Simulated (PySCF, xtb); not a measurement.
AlCl, SMILES [Al][Cl] (connectivity only; charge and spin as stated), neutral, multiplicity 1.

xtb with GFN2-xTB at its own geometry gives an orbital gap of 2.70 eV and a dipole moment of 0.97 D.

The structure is a stationary point at PBE0-D3(BJ)/def2-TZVPD.

Question: What does PySCF with CAM-B3LYP/def2-TZVPD give? (An estimate is asked for; the answer gives what the named calculation found.)

Answer: gap 7.54 eV (levels -8.24 and -0.70 eV), dipole 1.73 D.
